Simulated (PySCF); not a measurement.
V: excitation energy

V [Ar] 3d3 4s2 (4F) → V [Ar] 3d3 4s1 4p1 (high-spin determinant), as a difference of total energies. All numbers are calculated (PySCF 2.14, the spin-free X2C one-electron Hamiltonian (Gaussian nucleus), in aug-cc-pwCVTZ-DK). Correlated levels: valence: [Ar] frozen; valence and next inner shell: [Ne] frozen; nothing frozen. The calculations carry no spin-orbit coupling.

```csv
method,excitation energy (eV)
UHF,1.039
LDA,2.227
PBE,2.019
PBE0,1.875
r2SCAN,1.682
B97-3,2.444
BP86,2.107
M06-2X,2.655
MP2 (valence),1.811
SCS-MP2 (valence),2.105
MP2 (valence and next inner shell),1.970
SCS-MP2 (valence and next inner shell),2.172
MP2 (all electrons),1.973
SCS-MP2 (all electrons),2.174
```

Question: How much does correlation contribute at MP2 (all electrons)?

Answer: 1.973 − (1.039) = 0.934 eV, measured against UHF.

A first-order spin-orbit estimate (lowest level to lowest level, LS coupling) adds -0.010 eV.

The determinant of the upper state mixes LS terms, which raises its energy above the lowest term, most at the Hartree-Fock and MP2 levels.
